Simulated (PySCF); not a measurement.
Species: C₄H₆FNO.
SMILES with atom numbers: `[CH2:1]=[C:2]([F:3])[CH2:4][NH:5][CH:6]=[O:7]` (hydrogens: H8, H9 on C1; H10, H11 on C4; H12 on N5; H13 on C6)

The closed-shell SCF was solved with PySCF and density fitting under several settings on one GFN2-xTB geometry (grid level 2 and gas phase unless stated).

| settings | basis functions | SCF cycles | E (Eh) | HOMO (eV) | LUMO (eV) | dipole (D) |
| --- | --- | --- | --- | --- | --- | --- |
| PBE0/pcSseg-1 | 149 | 14 | -385.3771 | -7.60 | 0.01 | 2.28 |
| PBE0/def2-SVPD | 194 | 14 | -385.1563 | -7.71 | -0.16 | 2.29 |
| PBE0/IGLO-II, fitting basis def2-qzvpp-jkfit | 190 | 12 | -385.5190 | -7.59 | -0.01 | 2.27 |
| PBE0/6-31G*, damping 0.2 at the start, DIIS from the seventh cycle | 110 | 21 | -385.4007 | -7.28 | 0.45 | 2.34 |
| PBE0/aug-pcSseg-1 | 236 | 14 | -385.3975 | -7.67 | -0.34 | 2.27 |

Task: Estimate the row for these settings: OPBE/def2-SVPD.

Result: 
```tsv
settings	basis functions	SCF cycles	E (Eh)	HOMO (eV)	LUMO (eV)	dipole (D)
OPBE/def2-SVPD	194	17	-385.4057	-6.08	-1.07	2.30
```

Task: Over all rows, what range does the HOMO–LUMO gap span?

Result: From 5.01 eV (OPBE/def2-SVPD) to 7.73 eV (PBE0/6-31G*, damping 0.2 at the start, DIIS from the seventh cycle). The functional of the narrowest has no exact exchange, that of the widest 25 % exact exchange.

Task: And the dipole moment?

Result: From 2.27 D to 2.34 D; the largest is 1.03 times the smallest, and the median is 2.29 D.

Task: Compare two rows with the functional PBE0: PBE0/IGLO-II, fitting basis def2-qzvpp-jkfit and PBE0/aug-pcSseg-1. Which energy is lower, and by how much?

Result: PBE0/IGLO-II, fitting basis def2-qzvpp-jkfit (190 functions) lies 0.1215 Eh or 76 kcal/mol below PBE0/aug-pcSseg-1 (236 functions). The smaller set gives the lower energy; the two sets aren't nested, so the variational bound doesn't order them by size.

Cycle counts include a coarse-grid stage where the run had one. All basis functions are spherical, in the Pople sets too.

The values belong to the conformer `[CH2:1]=[C:2]([F:3])[CH2:4][NH:5][CH:6]=[O:7]`: C1–C2–C4–N5 -106°, C2–C4–N5–C6 108°, C4–N5–C6–O7 4°.
